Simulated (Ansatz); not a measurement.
Ideal-gas functions of `[CH3][Hf]([Cl])([Cl])[Cl]` at 400 K and 1 bar, from an Ansatz frequency run at PBE0-D4/def2-TZVP.

Molar mass 299.88 g/mol, point group C3v (symmetry number 3), electronic degeneracy 1, moments of inertia 384.202, 384.24, 539.59 u Å². Harmonic wavenumbers (cm⁻¹, unscaled): 93, 93, 93, 108, 127, 127, 375, 384, 384, 516, 516, 520, 1186, 1406, 1407, 3018, 3107, 3107.

Use S(trans) = R[1.5 ln M + 2.5 ln T − 1.1517]; rotational temperatures θ = 24.2544 K / I; S(rot) = R[ln(√π/σ · √(T³/θAθBθC)) + 1.5]; for each mode x = 1.438777 ν̃/T, S = R[x/(eˣ − 1) − ln(1 − e⁻ˣ)] and H = RT x/(eˣ − 1); 1 cm⁻¹ = 0.0119627 kJ/mol; R = 8.31446 J/(mol·K).

Q: By hand: the entropy, in J/(mol·K).

A: Translation 186.1. Rotation: θ = 0.0631, 0.0631, 0.0449 K, giving 118.7. Vibration, mode by mode: 17.46, 17.46, 17.46, 16.23, 14.90, 14.90, 6.43, 6.26, 6.26, 4.27, 4.27, 4.22, 0.62, 0.32, 0.32, 0.00, 0.00, 0.00, in all 131.4. Electronic 0.0. Sum 436.2 J/(mol·K).

Q: By hand: H − E and G − E in kJ/mol, counted from the electronic energy.

A: Zero-point energy ½ × 16567 × 0.0119627 = 99.1; thermal vibration 24.9; translation, rotation and pV give 4 RT = 13.3. H − E = 137.3 kJ/mol, and G − E = 137.3 − 400 × 436.2/1000 = -37.2 kJ/mol.

Vibration gives 30 % of the entropy, 98.4 J/(mol·K) of it from the modes under 150 cm⁻¹: soft modes count most, and the harmonic formula is weakest for them.
